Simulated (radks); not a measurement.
Task: Excited configurations of neutral boron: one electron is placed in a higher orbital outside [He] 2s2. The ground configuration is [He] 2s2 2p1. Method: Dirac Kohn-Sham, PBE, spin-unpolarised, spherical densities, finite nucleus; open shells are shared between the two j in proportion to 2j + 1; Fermi nuclear charge, rms radius 2.406 fm; computed with a radial shooting solver on a logarithmic mesh with Libxc functionals. Excitation = E - E(ground); binding = E(ion) - E, where the ion is the core of charge +1; n* = 1/sqrt(2 binding) in atomic units, and the quantum defect is n - n*. Eigenvalue and <r> are those of j = l + 1/2.

| outer orbital | excitation (eV) | binding (eV) | n* | quantum defect | eigenvalue (eV) | <r> (bohr) |
|---|---|---|---|---|---|---|
| 3s | 4.943 | 3.276 | 2.038 | 0.962 | -1.857 | 6.475 |
| 3d | 6.605 | 1.614 | 2.903 | 0.097 | -0.709 | 9.851 |
| 4f | 7.312 | 0.907 | 3.872 | 0.128 | -0.437 | 17.50 |
| 5f | 7.596 | 0.624 | 4.671 | 0.329 | -0.366 | 29.71 |
| 7s | 7.768 | 0.452 | 5.489 | 1.511 | -0.307 | 50.38 |

Estimate the row for 6d.

Result: excitation (eV) 7.730; binding (eV) 0.489; n* 5.273; quantum defect 0.727; eigenvalue (eV) -0.317; <r> (bohr) 43.65. The Delta-SCF ionisation energy is 8.219 eV (NIST Atomic Spectra Database: 8.298 eV, measured). Self-interaction in the functional shifts the binding energies and quantum defects, so they are the method's values and not measured ones. Spin polarisation and multiplet splitting are left out, so open shells lie too high by an amount that depends on their filling.

Beside tabulated values, note that spin-unpolarised runs miss the spin-polarisation part of the exchange energy of open shells.
